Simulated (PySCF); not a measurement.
This PySCF input asks for the NMR shieldings of SMILES O=C[C@@]1([SiH3])C[C@H]1S(=O)(=O)O, C4H8O4SSi; the geometry comes from GFN2-xTB.

```python
import basis_set_exchange as bse
import numpy as np
from pyscf import gto, dft
from pyscf.prop import nmr

atoms = """
O    -0.168257   -0.605029   -2.106439
C    -0.188043   -1.083210   -0.990696
C    -0.522117   -0.280017    0.211354
Si   -2.316113    0.350367    0.141199
C     0.159275   -0.563772    1.510301
C     0.539994    0.642730    0.717803
S     2.024798    0.410488   -0.250423
O     2.071622   -0.996538   -0.556587
O     3.155254    1.018135    0.359388
O     1.682751    1.219700   -1.566127
H    -0.150243   -2.172995   -0.841417
H    -2.476384    1.196212   -1.036093
H    -2.518078    1.107429    1.378065
H    -3.188025   -0.822938    0.100144
H     0.879854   -1.369115    1.532020
H    -0.384693   -0.420392    2.433197
H     0.362814    1.650741    1.051423
H     1.026829    0.724521   -2.098768
"""
names = dict.fromkeys(["O", "C", "Si", "S", "H"], "pcSseg-1")
basis = {el: gto.basis.parse(bse.get_basis(n, elements=[el], fmt="nwchem")) for el, n in names.items()}
mol = gto.M(atom=atoms, basis=basis, charge=0, verbose=0)
mf = dft.RKS(mol, xc="PBE0")
mf.grids.level = 2
mf.grids.alignment = dft.numint.BLKSIZE   # the property module wants whole blocks of grid points
mf.conv_tol = 1e-9
mf.kernel()

calc = nmr.RKS(mf)   # GIAO
C = mf.mo_coeff
Co = C[:, mf.mo_occ > 0]
resp = mf.gen_response(singlet=True, hermi=2)
def vind(x):   # induced exchange potential for any number of trial vectors
    d = np.einsum("pi,xij,qj->xpq", C, 2 * x.reshape(-1, C.shape[1], Co.shape[1]), Co, optimize=True)
    return np.einsum("xpq,pi,qj->xij", resp(d - d.transpose(0, 2, 1)), C, Co, optimize=True).ravel()
mo1, _ = nmr.rhf.solve_mo1(calc, with_cphf=vind)
sigma = calc.kernel(mo1)
for i, s in enumerate(sigma):   # ppm
    w = np.linalg.eigvalsh((s + s.T) / 2)
    print("%2d %-2s iso %8.1f  s11 %8.1f  s22 %8.1f  s33 %8.1f" % (i, mol.atom_pure_symbol(i), w.mean(), *w))
```

Task: What does it print?

Result: 
```
 0 O  iso   -236.5  s11   -723.7  s22   -347.7  s33    362.0
 1 C  iso    -24.8  s11   -115.9  s22    -54.6  s33     96.1
 2 C  iso    164.3  s11    137.5  s22    147.3  s33    208.1
 3 Si iso    407.5  s11    361.3  s22    409.9  s33    451.3
 4 C  iso    172.5  s11    146.7  s22    169.6  s33    201.1
 5 C  iso    137.1  s11     89.7  s22    124.2  s33    197.3
 6 S  iso    184.5  s11     53.6  s22    160.3  s33    339.5
 7 O  iso    111.3  s11     85.6  s22    104.2  s33    144.2
 8 O  iso    118.9  s11     53.3  s22    135.3  s33    168.0
 9 O  iso    132.4  s11     54.0  s22     84.2  s33    259.1
10 H  iso     21.9  s11     18.4  s22     21.0  s33     26.2
11 H  iso     27.4  s11     23.2  s22     26.2  s33     32.8
12 H  iso     28.3  s11     24.5  s22     26.6  s33     33.8
13 H  iso     27.5  s11     23.6  s22     25.4  s33     33.4
14 H  iso     29.8  s11     23.5  s22     28.9  s33     37.1
15 H  iso     30.5  s11     24.6  s22     26.9  s33     40.1
16 H  iso     28.8  s11     23.7  s22     27.2  s33     35.6
17 H  iso     24.0  s11     14.1  s22     22.8  s33     35.0
```

These numbers come from an equivalent density-fitted implementation of the same equations, which agrees with the script to about 0.01 ppm for H and up to a few tenths of a ppm for heavy atoms, so last digits may differ.

Task: Turn these shieldings into chemical shifts. References, each an isolated molecule treated in the same way: ¹⁷O (σ = 336.08 ppm) vs H2O; ¹³C (σ = 186.93 ppm) and ²⁹Si (σ = 349.16 ppm) and ¹H (σ = 31.72 ppm) against TMS; ³³S (σ = 503.73 ppm) against CS2.

Result: Averaging equivalent atoms: O 0: 572.5; O 7: 224.8; O 8: 217.2; O 9: 203.6; C 1: 211.7; C 5: 49.9; C 2: 22.7; C 4: 14.5; Si 3: -58.3; S 6: 319; H 10: 9.84; H 17: 7.75; H 11/12/13: 4.00; H 16: 2.91; H 14: 1.88; H 15: 1.20 ppm. Unscaled 17O shifts of doubly bonded oxygen tend to come out too high, by tens of ppm or more. Experimental scales use liquid or dissolved standards, which lie at an offset from isolated H2O (liquid H2O: subtract about 36 ppm).

Size and cost of the density-fitted run: 224 basis functions, 94 s wall time on 1 thread of an Arm Neoverse N1, shared host; peak memory 1.1 GiB.
